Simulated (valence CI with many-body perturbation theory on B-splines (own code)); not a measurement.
Values are calculated unless marked as measured or tabulated.
Tl LXXVI: what the settings do

Level of theory: configuration interaction combined with many-body perturbation theory (CI+MBPT): four valence electrons over a frozen Dirac-Fock core [He], radial functions for each j: 6 s, 6 p, 5 d, 3 f, 1 g, with the one-electron correlation potential Σ1 (screened to all orders), the two-electron term Σ2, the three-electron term Σ3, Breit, model QED; selected single and double excitations, second order for the rest, scaled by the run's own slope (own B-spline code, finite nucleus).

The last digits are not significant, and no measured levels were compared; by estimate large intervals hold to a few tenths of a per cent, small ones and those within an open d or f shell to about a per cent.

The reference run has the lowest level (2s^2 2p1/2^2) J=0 and an ionisation energy of 22786.9 eV. Its largest variational space holds 7449 state functions.

Levels are named by their leading jj configuration (3d3/2^4 stands for four electrons in 3d with j = 3/2), which in mixed levels can hold well under half, so a name can repeat and another be missing. Letters in brackets count levels of one name in rising energy.

Changed runs:
A. cutoff of virtual states (hartree) 13122 → 347000
B. Davidson tolerance 2e-05 → 0.0003
C. cutoff of virtual states (hartree) 13122 → 20820; highest l with Σ1, explicit Σ2 and valence Breit (higher l get mean screening factors) 3 → 0
D. scale of Σ1 1 → 2 (bad on purpose)

Excitation energies of the reference run in Ry, and shifts in cm⁻¹:

| Level | Reference | A | B | C | D |
| --- | --- | --- | --- | --- | --- |
| (2s^2 2p1/2 2p3/2) J=1 | 158.47 | +201 | 0 | +5218 | +2346 |
| (2s^2 2p1/2 2p3/2) J=2 | 159.80 | +202 | 0 | +92743 | +2346 |
| (2s 2p1/2^2 2p3/2) J=2 | 184.36 | +388 | 0 | -3405 | -935 |
| (2s 2p1/2^2 2p3/2) J=1 | 191.67 | +393 | 0 | -37898 | -933 |
| (2s^2 2p3/2^2) J=2 | 320.58 | +407 | 0 | +35080 | +4661 |
| (2s^2 2p3/2^2) J=0 | 325.86 | +409 | 0 | -62827 | +4671 |
| (2s 2p1/2 2p3/2^2) J=2 [a] | 340.51 | +579 | 0 | -29289 | +1408 |
| (2s 2p1/2 2p3/2^2) J=3 | 343.90 | +585 | 0 | +108359 | +1404 |
| (2s 2p1/2 2p3/2^2) J=0 | 349.41 | +581 | 0 | -104836 | +1422 |
| (2s 2p1/2 2p3/2^2) J=1 [a] | 351.29 | +590 | 0 | -41738 | +1408 |
| (2s 2p1/2 2p3/2^2) J=2 [b] | 351.87 | +589 | 0 | +41516 | +1409 |
| (2s 2p1/2 2p3/2^2) J=1 [b] | 352.27 | +589 | 0 | -49923 | +1415 |
| Ionisation energy (eV) | 22786.9 | +0.034 | 0 | +13.9 | +0.6 |

No effect on these energies: B.
